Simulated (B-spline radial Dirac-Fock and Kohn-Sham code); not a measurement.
**Kohn-Sham estimates against Dirac-Fock for the levels of Ce³⁺**

System: Ce³⁺ in the configuration [Xe] 6p1 (an excited configuration).

The density-functional columns are spherical, spin-unpolarised Dirac-Kohn-Sham results without Breit or QED terms: −ε is minus the orbital energy of the initial state and ΔSCF the difference of two total energies. The reference in the last column comes from Dirac-Fock (average of configuration) total-energy differences with a finite nucleus, the Breit interaction including its frequency dependence, and self-energy and vacuum-polarisation corrections. All numbers are from a radial B-spline solver, in eV; a selection of levels is shown. The Kohn-Sham columns are given as differences from the reference. For the 1s level of heavy atoms much of the gap between ΔSCF and the reference is the Breit and QED part, -156.0 eV here; for other levels the error of the functional can be larger.

| level | LDA −ε − DF | LDA ΔSCF − DF | Dirac-Fock |
| --- | --- | --- | --- |
| K (1s) | -263.6 | +143.3 | 40489.3 |
| L1 (2s) | -134.4 | -58.1 | 6604.7 |
| L2 (2p1/2) | -100.6 | -5.6 | 6214.4 |
| L3 (2p3/2) | -105.5 | -18.1 | 5773.4 |
| M1 (3s) | -69.1 | -42.0 | 1491.9 |
| M2 (3p1/2) | -55.6 | -27.3 | 1327.1 |
| M3 (3p3/2) | -54.8 | -27.7 | 1238.7 |
| M4 (3d3/2) | -35.3 | -4.9 | 953.5 |
| M5 (3d5/2) | -35.8 | -5.8 | 935.1 |
| N1 (4s) | -32.5 | -19.5 | 349.0 |
| N2 (4p1/2) | -25.4 | -12.7 | 285.6 |
| N3 (4p3/2) | -25.3 | -13.0 | 266.4 |
| N4 (4d3/2) | -11.7 | 0.0 | 159.9 |
| N5 (4d5/2) | -11.8 | -0.2 | 156.6 |
| O1 (5s) | -9.7 | -2.8 | 80.93 |
| O2 (5p1/2) | -5.2 | +1.2 | 60.06 |
| O3 (5p3/2) | -5.2 | +1.0 | 56.78 |
| P2,3 (6p) | -1.7 | +0.9 | 20.60 |

Values without a named source are computed, but for edge energies of neutral atoms, which are taken from tables.
